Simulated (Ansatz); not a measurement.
System: WF$_{2}$ (charge 0, quintet). The spin state was set by rule; other spins were not relaxed. 
Coordinates optimised at B3LYP-D3(BJ)/def2-TZVP (Ansatz, a quantum-chemistry and plane-wave program):
SMILES: [W]([F])[F]
```xyz
3

W      0.0027     0.0031    -0.1202
F      1.7806     0.0207     0.5344
F     -1.8024    -0.0459     0.4537
```
Charge 0, spin multiplicity 5.

Basis-set convergence of Hartree-Fock and CCSD correlation energies (hartree) with Ansatz. Valence correlation only, unless marked. UHF or UKS for open shells. Spin-orbit coupling is left out. Frozen are the shells of the preceding noble gas and the d and f shells that filled before the atom's block. Past Kr the def2 sets carry scalar-relativistic core potentials.

| basis | functions | E(HF) | E(corr, CCSD) |
|---|---|---|---|
| def2-SVP | 60 | -265.17787 | -0.46841 |
| def2-TZVPP | 118 | [?] | [?] |

**Question.** Complete the blanks.

**Answer.** 
- def2-TZVPP, E(HF): -265.44908
- def2-TZVPP, E(corr, CCSD): -0.62107
